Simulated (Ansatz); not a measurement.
```yaml
crystal:
  periodic: [false, false, false]
  atoms:
    - {symbol: F, position_ang: [-1.187857, -0.775826, 1.337950]}
    - {symbol: Sn, position_ang: [0.024408, 0.363376, 0.588073]}
    - {symbol: Cl, position_ang: [2.027322, -0.998590, 0.071786]}
    - {symbol: I, position_ang: [-0.886545, 1.138950, -2.184105]}
basis:
  gaussian: {orbitals: def2-TZVP, nuclear_model: gaussian}
magnetization: {spin_polarized: true, initial_magnetization: 2}
hamiltonian: {xc: {name: B2PLYP}}
output: {forces: true}
```

```sh
$ ansatz run in.yaml --threads 4 --pin off --events-out ev --progress --plain --max-ram 10444MiB
```

It prints (some lines left out):

```
Error: a molecule whose nuclei and cores have a total charge of 73 cannot have a net charge of 0 together with 2 unpaired electrons
```

(1) What is wrong with this run?

Answers

(1) The number of unpaired electrons doesn't fit the electron count. The input was rejected before any iteration.
